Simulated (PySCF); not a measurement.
CH₅B₂ClS₂.
Atom-mapped SMILES: `[BH2:1][S:2][B:3]([Cl:4])[S:5][CH3:6]` (hydrogens: H7, H8 on B1; H9, H10, H11 on C6)

The calculation used PySCF, PBE0-D3(BJ)/def2-SVP geometry optimisation, gas phase.

(1) Give the optimised bond lengths and angles.

## Answers

(1) 
```tsv
bond	length (bohr)
B1–S2	3.378
S2–B3	3.469
B3–Cl4	3.315
B3–S5	3.370
S5–C6	3.430
B1–H7, B1–H8	2.273
C6–H9, C6–H10, C6–H11	2.074
```

Bonds in one row agree within 0.02 bohr and their mean is given. A selection of angles:
```tsv
angle	degrees
S2–B1–H7	121.9
S2–B1–H8	114.9
H7–B1–H8	123.2
B1–S2–B3	107.0
S2–B3–Cl4	123.7
S2–B3–S5	120.2
Cl4–B3–S5	116.1
B3–S5–C6	105.0
S5–C6–H9	111.1
S5–C6–H11	106.3
H9–C6–H10	109.7
```

Torsions: B1–S2–B3–Cl4 1° (synperiplanar); S2–B3–S5–C6 0° (synperiplanar).

The 6 heavy atoms lie in one plane (0.006 Å rms). S2 (sulfur bonded to 2 B) is bent (angle 107.0°). Of the pairs four or more bonds apart, Cl4···H7 is among the closest relative to their van der Waals radii: 2.80 Å, 95 % of the sum of Bondi's values. B1 (three-coordinate boron) is planar (angles 123.2°, 121.9° and 114.9°, sum 360.0°, 0.00 Å off the plane of its three neighbours). The 3 B–S bonds span 1.783 Å (B3–S5, drawn single) to 1.836 Å (S2–B3, drawn single), a spread of 0.053 Å. B3 (three-coordinate boron) is planar (angles 123.7°, 120.2° and 116.1°, sum 360.0°, 0.00 Å off the plane of its three neighbours). S5 (sulfur bonded to B and C) is bent (angle 105.0°).

Point group: Cs (tolerance 0.08 Å). Whether it is a minimum is left open (no frequencies). One conformer, not necessarily the lowest (H–B1–S2–B3 0° and 180°, B1–S2–B3–Cl4 1°, S2–B3–S5–C6 0°).

On Arm Neoverse V1, one thread, shared host, this took 64 s and 0.52 GiB of memory at its peak. This is the geometry optimisation.
